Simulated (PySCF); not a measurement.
Calculated properties of `C=C1C[C@](F)(C#N)C1=C`

Compound: C7H6FN.
Cartesian coordinates in Å at the GFN2-xTB level; atoms count from 1:
```xyz
15
C7H6FN angstrom
C     -0.514    1.819    1.236
C     -0.269    0.877    0.341
C     -0.833    0.562   -1.026
C      0.042   -0.718   -1.043
F      0.944   -0.776   -2.088
C     -0.701   -1.955   -0.956
N     -1.307   -2.916   -0.844
C      0.633   -0.274    0.292
C      1.613   -0.766    1.031
H      0.013    1.852    2.174
H     -1.248    2.586    1.058
H     -0.535    1.264   -1.804
H     -1.908    0.391   -1.079
H      1.915   -0.287    1.947
H      2.150   -1.652    0.737
```

Some functional groups and rings: nitrile, C=C double bond, C–F bond and cyclobutane ring.

From GFN2-xTB geometry:

```
Point group of the GFN2-xTB geometry                  : C1
Rotational constants A, B, C of the GFN2-xTB geometry : 2.460, 1.308, 1.249 GHz
```

PBE0/def2-SVPD ground state and vertical TDDFT (core frozen in the response) (PySCF):

```
Dipole moment                                                     : 3.94 D
HOMO energy                                                       : -7.51 eV
LUMO energy                                                       : -2.12 eV
HOMO–LUMO gap                                                     : 5.39 eV
Lowest singlet excitation                                         : 5.04 eV (246 nm, f = 0.229)
Strongest line among the 8 lowest singlet transitions             : S1 at 5.04 eV (246 nm, f = 0.229)
Lowest triplet excitation (Tamm–Dancoff)                          : 2.83 eV
Static isotropic polarisability                                   : 86.2 au
Electronic spatial extent ⟨r²⟩ about the centre of nuclear charge : 1092 bohr²
```

Monoisotopic mass from the formula: 123.0484 u.

The polarisability is 12.77 Å³ as a volume (1 au = 0.148185 Å³), or 1.35 au for each of the 64 electrons. A dipole of 3.94 D is allowed in C1, and pure rotational transitions are dipole-allowed. No computed singlet falls in the visible range (750 to 380 nm, 1.65 to 3.26 eV); S1 lies 1.78 eV above its blue end. The largest Löwdin shares of the LUMO are 0.24 on C9, 0.16 on C1, 0.16 on C8 and 0.12 on C2. With B = h/(8π²I), that is 505.379 GHz u Å² over I, the principal moments of inertia are 205.5, 386.4 and 404.7 u Å² (most abundant isotopes).

Geometry: GFN2-xTB; no solvent, vibrations or thermal averaging.
